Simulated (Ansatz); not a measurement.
One change: `C[CH]1[NH][AlH]1` becomes `B[SiH2][CH]1[NH][AlH]1`.

Ansatz, PBE0-D4/def2-TZVP geometries, multiplicity 1. Each molecule was computed in one conformer, which needn't be the lowest.

| property | `C[CH]1[NH][AlH]1` |
| --- | --- |
| LUMO energy (PBE/def2-TZVPP) / eV | -1.50 |
| HOMO–LUMO gap (PBE/def2-TZVPP) / eV | 3.67 |
| LUMO energy (ωB97M-V/def2-TZVPP) / eV | 0.83 |
| size of the dipole moment (PBE/def2-TZVPP) / D | 0.48 |
| HOMO energy (B3LYP/def2-TZVPP) / eV | -6.15 |
| HOMO energy (ωB97M-V/def2-TZVPP) / eV | -8.53 |

Task: What does the change do to each property? (Estimate.)

Result: Computed: 
```csv
property,`B[SiH2][CH]1[NH][AlH]1`,shift
LUMO energy (PBE/def2-TZVPP) / eV,-3.09,-1.59
HOMO–LUMO gap (PBE/def2-TZVPP) / eV,2.15,-1.52
LUMO energy (ωB97M-V/def2-TZVPP) / eV,-0.29,-1.12
size of the dipole moment (PBE/def2-TZVPP) / D,2.10,1.62
HOMO energy (B3LYP/def2-TZVPP) / eV,-6.11,0.04
HOMO energy (ωB97M-V/def2-TZVPP) / eV,-8.44,0.09
```

Dipoles are sizes alone; their direction can turn.

B3LYP here is the variant with VWN-RPA as its local correlation; programs differ in this.
